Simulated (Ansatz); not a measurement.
Start from `C[CH2][InH][NH2]` and change one atom or group to get `C[CH2][InH][OH]`.

Ansatz, PBE0-D4/def2-TZVP geometries, multiplicity 1. Each molecule was computed in one conformer, which needn't be the lowest.

Elements past krypton have def2 core potentials.

```csv
property,`C[CH2][InH][NH2]`
size of the dipole moment (PBE/def2-TZVPP) / D,0.72
size of the dipole moment (B3LYP/def2-TZVPP) / D,0.68
HOMO–LUMO gap (B3LYP/def2-TZVPP) / eV,5.49
HOMO–LUMO gap (PBE0/def2-TZVPP) / eV,5.97
LUMO energy (PBE0/def2-TZVPP) / eV,-0.72
HOMO energy (PBE/def2-TZVPP) / eV,-5.42
```

Q: What does the change do to each property? (An estimate is asked.)

A: Ansatz gave: 
```csv
property,`C[CH2][InH][OH]`,shift
size of the dipole moment (PBE/def2-TZVPP) / D,2.62,1.90
size of the dipole moment (B3LYP/def2-TZVPP) / D,2.76,2.08
HOMO–LUMO gap (B3LYP/def2-TZVPP) / eV,5.72,0.23
HOMO–LUMO gap (PBE0/def2-TZVPP) / eV,6.20,0.23
LUMO energy (PBE0/def2-TZVPP) / eV,-1.10,-0.38
HOMO energy (PBE/def2-TZVPP) / eV,-6.09,-0.67
```

With PBE0 the HOMO falls by 0.60 eV and the LUMO falls by 0.38 eV, so the gap widens by about 0.22 eV. PBE moves the HOMO by -0.67 eV and ωB97M-V by -0.39 eV. The zero-point energy changes by -30.6 kJ/mol with -3 modes. Dipoles are sizes alone; their direction can turn.

B3LYP here is the variant with VWN-RPA as its local correlation; programs differ in this.
